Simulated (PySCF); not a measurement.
This PySCF input asks for the NMR shieldings of `InChI=1S/C7H15PS/c1-4-7-8(9,5-2)6-3/h4,7H,5-6H2,1-3H3/b7-4-`; the geometry comes from GFN2-xTB.

```python
import basis_set_exchange as bse
import numpy as np
from pyscf import gto, dft
from pyscf.prop import nmr

atoms = """
C     3.068265    0.032345   -0.046988
C     2.226690    1.207868   -0.385797
C     0.903001    1.263853   -0.292769
P    -0.165518   -0.076167    0.318132
S     0.282096   -0.869010    2.037252
C    -1.837532    0.714086    0.304257
C    -1.953949    1.717453    1.441684
C    -0.226857   -1.275395   -1.098426
C    -1.098039   -2.475932   -0.763772
H     3.865712    0.332226    0.631679
H     2.475312   -0.746045    0.427961
H     3.536766   -0.366717   -0.947255
H     2.765407    2.080369   -0.741203
H     0.376249    2.173452   -0.554562
H    -2.011585    1.182340   -0.667680
H    -2.565842   -0.090755    0.442023
H    -1.721870    1.227104    2.386150
H    -1.254405    2.541632    1.310246
H    -2.961927    2.123575    1.497538
H    -0.579597   -0.750437   -1.989331
H     0.804480   -1.593669   -1.275216
H    -0.815864   -2.873462    0.210888
H    -2.149945   -2.200014   -0.728427
H    -0.972781   -3.258934   -1.508826
"""
names = dict.fromkeys(["C", "P", "S", "H"], "pcSseg-1")
basis = {el: gto.basis.parse(bse.get_basis(n, elements=[el], fmt="nwchem")) for el, n in names.items()}
mol = gto.M(atom=atoms, basis=basis, charge=0, verbose=0)
mf = dft.RKS(mol, xc="PBE0")
mf.grids.level = 2
mf.grids.alignment = dft.numint.BLKSIZE   # the property module wants whole blocks of grid points
mf.conv_tol = 1e-9
mf.kernel()

calc = nmr.RKS(mf)   # GIAO
C = mf.mo_coeff
Co = C[:, mf.mo_occ > 0]
resp = mf.gen_response(singlet=True, hermi=2)
def vind(x):   # induced exchange potential for any number of trial vectors
    d = np.einsum("pi,xij,qj->xpq", C, 2 * x.reshape(-1, C.shape[1], Co.shape[1]), Co, optimize=True)
    return np.einsum("xpq,pi,qj->xij", resp(d - d.transpose(0, 2, 1)), C, Co, optimize=True).ravel()
mo1, _ = nmr.rhf.solve_mo1(calc, with_cphf=vind)
sigma = calc.kernel(mo1)
for i, s in enumerate(sigma):   # ppm
    print("%2d %-2s %9.2f" % (i, mol.atom_pure_symbol(i), np.trace(s) / 3))
```

Task: What are the results?

Result: 
```
 0 C     166.36
 1 C      28.50
 2 C      54.63
 3 P     294.15
 4 S     771.91
 5 C     157.23
 6 C     178.94
 7 C     153.50
 8 C     179.46
 9 H      29.87
10 H      27.67
11 H      30.13
12 H      24.79
13 H      25.78
14 H      30.29
15 H      30.13
16 H      29.71
17 H      30.95
18 H      30.52
19 H      30.04
20 H      29.95
21 H      29.64
22 H      31.06
23 H      30.55
```

These numbers come from an equivalent density-fitted implementation of the same equations, which agrees with the script to about 0.01 ppm for H and up to a few tenths of a ppm for heavy atoms, so last digits may differ.

Task: Turn these shieldings into chemical shifts. δ = σ(ref) − σ, references computed at the same level: 13C (186.93 ppm), 1H (31.72 ppm) against TMS; H3PO4 for 31P (318.38 ppm); CS2 for 33S (503.73 ppm).

Result: Averaging equivalent atoms: C 1: 158.4; C 2: 132.3; C 5/7: 31.6; C 0: 20.6; C 6/8: 7.7; P 3: 24.2; S 4: -268; H 12: 6.93; H 13: 5.93; H 9/10/11: 2.49; H 15/19: 1.63; H 14/20: 1.60; H 16/17/18/21/22/23: 1.31 ppm. Experimental scales use liquid or dissolved standards, which lie at an offset from isolated H3PO4.

Size and cost of the density-fitted run: 242 basis functions, 61 s wall time on 1 thread of an Arm Neoverse V1, shared host.
